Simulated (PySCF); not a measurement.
sulfur trioxide cation (O₃S), SMILES O=S(=O)=O (connectivity only; charge and spin as stated), charge +1, multiplicity 2. Atoms are numbered in the order given.

```xyz
4

O      1.4189     0.0000     0.0000
S      0.0000     0.0000     0.0000
O     -0.7094    -1.2288     0.0000
O     -0.7094     1.2288     0.0000
```
Charge +1, spin multiplicity 2.

Geometry optimised at PBE0-D3(BJ)/def2-TZVP. A frequency run showed that this geometry is not a minimum. The multiplicity is an assumed one; other spin states were not compared.

Level of theory: PBE/pcH-1 (PySCF).

Unrestricted Kohn–Sham, ⟨S²⟩ = 0.754. Hyperfine tensors hold the contact and dipolar terms, without spin-orbit corrections.

Computed hyperfine couplings:
```csv
nucleus,A(iso) (MHz),A(iso) (G),dipolar principal values (MHz)
17O no. 1,-5.2,-1.9,"-119.8, 58.0, 61.8"
33S no. 2,-25.9,-9.3,"-2.5, 1.2, 1.2"
17O no. 3,-5.2,-1.9,"-119.8, 58.0, 61.8"
17O no. 4,-5.2,-1.9,"-119.8, 58.0, 61.8"
```

Q: And the g tensor (effective nuclear charges for spin-orbit coupling, GIAO)? (The exact figures need the calculation; the answer reports its results.)

A: principal values 2.0037, 2.0123, 2.0123; isotropic 2.0094.
